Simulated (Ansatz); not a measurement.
`[OH][GeH2][SH]` + `[CH3]`• → `[OH][GeH2][S]`• + CH₄  (hydrogen abstraction from the S–H bond)

Isolated molecules relaxed with PBE0-D4/def2-TZVP in Ansatz; ΔE leaves out vibrations. CCSD(T)/CBS is the MP2 limit (def2-TZVPP, def2-QZVPP) plus CCSD(T) − MP2 in def2-TZVPP, frozen cores. This one scheme is used for every species. Functionals use def2-TZVPP. Open shells (•) are unrestricted, without spin–orbit coupling. For Ge outer-core shells are correlated without core-valence functions, which leaves a few kJ/mol of doubt a bond. Scalar relativity is left out up to krypton. Each species was taken in one conformer, which may not be the lowest.

```json
{"level": "PBE-D4", "ΔE (eV)": "-0.80"}
{"level": "CAM-B3LYP", "ΔE (eV)": "-0.83"}
```

**Question.** What does CCSD(T)/CBS give? (Best estimate.)

**Answer.** Computed: -0.76 eV. The listed levels differ from it by -0.04, -0.07 eV.

Largest T1 diagnostic among the species: 0.013.

From BLYP to BHLYP (50 % exact exchange), in def2-TZVPP and without D4, ΔE moves by +0.03 eV. Leaving LDA and LC-ωPBE aside and taking each functional with its dispersion term where it has one, the values, not all of them listed here, spread over 0.14 eV, from BLYP-D4 to r2SCAN-D4. LDA lies −0.05 eV from PBE without D4. At CCSD(T), def2-SVP lies −0.11 eV from the extrapolated value and def2-TZVPP −0.02 eV.
